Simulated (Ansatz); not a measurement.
The same ligand exchange along the group F, Cl, Br.

Computed with Ansatz on PBE0-D4/def2-TZVP structures; ΔE is electronic, products minus reactants. CCSD(T)/CBS is the MP2 limit (def2-TZVPP, def2-QZVPP) plus CCSD(T) − MP2 in def2-TZVPP, frozen cores. This one scheme is used for every species. Functionals use def2-TZVPP. For Br, Ga outer-core shells are correlated without core-valence functions, which leaves a few kJ/mol of doubt a bond. Scalar relativity is left out up to krypton. Each species was taken in one conformer, which may not be the lowest.

| reaction | CCSD(T)/CBS(def2) (kcal/mol) |
| --- | --- |
| `[OH][Ga]([OH])[F]` + H₂S → `[OH][Ga]([OH])[SH]` + H–F | ? |
| `[OH][Ga]([OH])[Cl]` + H₂S → `[OH][Ga]([OH])[SH]` + HCl | 5.6 |
| `[OH][Ga]([OH])[Br]` + H₂S → `[OH][Ga]([OH])[SH]` + HBr | 8.5 |

**Question.** Fill in the missing values. (An estimate is asked.)

**Answer.** The calculation gave: `[OH][Ga]([OH])[F]` + H₂S → `[OH][Ga]([OH])[SH]` + H–F: -3.7 kcal/mol.

Largest T1 diagnostic: 0.014, for `[OH][Ga]([OH])[F]`.
